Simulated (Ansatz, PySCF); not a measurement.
The pair A = HCl (SMILES Cl) (first 2 atoms), B = C2H3N (SMILES CC#N); geometry from B3LYP-D3(BJ)/def2-TZVP.
(charge 0, multiplicity 1):
| atom | x (Å) | y (Å) | z (Å) |
|---|---|---|---|
| Cl | 0.2453 | 1.0091 | -1.1470 |
| H | 0.2503 | 0.5969 | 0.0858 |
| C | 0.2668 | -0.8486 | 4.4091 |
| C | 0.2617 | -0.3881 | 3.0315 |
| N | 0.2580 | -0.0241 | 1.9436 |
| H | -0.4272 | -1.6811 | 4.5262 |
| H | 1.2673 | -1.1798 | 4.6875 |
| H | -0.0359 | -0.0392 | 5.0735 |

Frozen-core correlation. CBS(a, b) extrapolates the correlation energy as X⁻³ and adds the Hartree–Fock energy of set b. MP2 and its Hartree–Fock in aug-cc-pV(T+d)Z are density fitted.

Codes used: Ansatz (Gaussian orbitals); PySCF for the dispersion terms. Values without a source in brackets are computed.

The monomers are drawn apart, rigid, along the line of their centres of mass. Counterpoise-corrected interaction energies (kcal/mol):

```
level                                                                 R = 5.322 Å  R = 6.105 Å
--------------------------------------------------------------------  -----------  -----------
PBE/def2-TZVPPD                                                           -3.5916      -1.8231
PBE-D3(BJ)/def2-TZVPPD                                                    -3.9201      -1.9667
wB97M-V/def2-TZVPPD                                                       -3.6313      -1.8826
MP2/CBS(aug-cc-pV(D+d)Z, aug-cc-pV(T+d)Z) + ΔCCSD(T)/aug-cc-pV(D+d)Z      -3.6448      -1.8644
```

Problem. R is the distance of the centres of mass. Find the local exponent m of E ∝ R⁻ᵐ between the two points.

Solution. 
m = ln(E₁/E₂)/ln(R₂/R₁): PBE/def2-TZVPPD 4.9; PBE-D3(BJ)/def2-TZVPPD 5.0; wB97M-V/def2-TZVPPD 4.8; MP2/CBS(aug-cc-pV(D+d)Z, aug-cc-pV(T+d)Z) + ΔCCSD(T)/aug-cc-pV(D+d)Z 4.9. For scale, two fixed dipoles give m = 3, dipole and quadrupole 4, quadrupoles 5, and dispersion or dipole-induced dipole 6 at long range; at these distances several terms mix, and what is left of overlap and damping shifts m, so it need not match one of them.

Ansatz is a program for electronic structure.
